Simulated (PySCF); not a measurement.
C₈H₁₁ (doublet state).
Structure used (GFN2-xTB), in Å, numbered top down from 1:
```xyz
19
C8H11 angstrom
C      2.6444   -0.1504   -0.7453
C      1.5879    0.6447   -0.6758
C      0.3285    0.3432    0.0221
C     -0.8243    1.3266   -0.1081
C     -2.0456    0.4987    0.0228
C     -1.7677   -0.9560   -0.0317
C     -0.2633   -1.0526    0.0965
C      0.3295   -0.4329    1.3183
H      2.6683   -1.1199   -0.2764
H      3.5336    0.1392   -1.2776
H      1.6146    1.6087   -1.1694
H     -0.7775    2.1179    0.6513
H     -0.7847    1.8363   -1.0832
H     -3.0364    0.9091    0.0592
H     -2.2868   -1.5051    0.7644
H     -2.1035   -1.4009   -0.9807
H      0.2377   -1.8887   -0.3686
H     -0.3417   -0.1036    2.0980
H      1.2772   -0.8051    1.6768
```

The hyperfine couplings belong to this conformer and change with its torsions.

Identity: `C=C[C@@]12C[CH]C[C@@H]1C2` [radical].

Method used: PySCF, UKS B3LYP, pcH-1 on C H, non-relativistic, mean-field spin-orbit, GIAO. The structure is a single GFN2-xTB conformer in the gas phase; no vibrational or solvent corrections. Couplings are sensitive to structure, and on GFN2-xTB geometries they can be far from those on DFT ones. The SCF solution wasn't tested for stability.

The Mulliken spin populations are largest on C5 (+1.02), C6 (-0.09) and C4 (-0.09). C5 is the only atom above +0.15. The angles at C5 add up to 359.8°, so it is planar; its axial dipolar tensor and the negative coupling of its proton fit spin in a p orbital normal to that plane.

Task: McConnell's relation a(H) = Q·ρ ties the coupling of a proton on a planar π carbon to the spin population of that carbon. What Q do the computed values give?

Result: 
| H | C | ρ(C) | a(H) (G) | a/ρ (G) |
| --- | --- | --- | --- | --- |
| H14 | C5 | +1.025 | -22.22 | -21.7 |

One proton gives one ratio, Q = -21.7 G, and no test of linearity. In McConnell's picture π spin on carbon polarises the C–H bond and leaves opposite spin at the proton, which makes Q negative, as found here.

Task: How do the β-proton couplings of this frozen conformer go with θ, the angle between the C–H bond and the normal to the plane of the spin centre's three neighbours, both seen down the bond from centre to carbon?

Result: 
```csv
β H,on,centre,θ (°),cos²θ,a (G)
H12,C4,C5,40,0.58,+32.98
H13,C4,C5,21,0.88,+46.73
H15,C6,C5,41,0.56,+32.57
H16,C6,C5,20,0.89,+47.61
```

Fitting the Heller–McConnell form a = ρ(B0 + B2 cos²θ), with Mulliken ρ = 1.02, gives B0 = 6.1 G and B2 = 45.3 G; with only two distinct angles the two parameters are fixed exactly. By this fit the coupling would be 52.7 G at θ = 0° and 6.3 G at 90°.

Couplings in gauss use g_iso = 2.0027.

On an Arm Neoverse V1 with one thread, shared host, this took 85 s wall (with the writing of density and orbital grids) and 0.97 GiB of memory at its peak.
